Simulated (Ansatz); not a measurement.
silicon dioxide molecule (SMILES O=[Si]=O) moved off its minimum; all values from Ansatz (an electronic-structure program), cores frozen in correlated methods.
(charge 0, multiplicity 1)
```xyz
3

O      0.0700     0.0400    -1.4296
Si     0.0932    -0.0707    -0.0520
O      0.0967     0.0604     1.5434
```

Forces at B3LYP/def2-TZVPP (eV/Å):

| atom | Fx | Fy | Fz |
|---|---|---|---|
| O1 | -0.153 | 0.554 | -10.806 |
| Si2 | 0.138 | 0.036 | 14.685 |
| O3 | 0.016 | -0.590 | -3.880 |

Task: Give the forces (eV/Å), the total energy and the dipole at CCSD(T)/aug-cc-pV(T+d)Z.

Result: 
```json
[
 {"atom": "O1", "Fx": "-0.163", "Fy": "0.598", "Fz": "-11.400"},
 {"atom": "Si2", "Fx": "0.146", "Fy": "-0.038", "Fz": "14.885"},
 {"atom": "O3", "Fx": "0.017", "Fy": "-0.561", "Fz": "-3.485"}
]
```
Energy -439.3152 hartree, dipole 0.83 D.
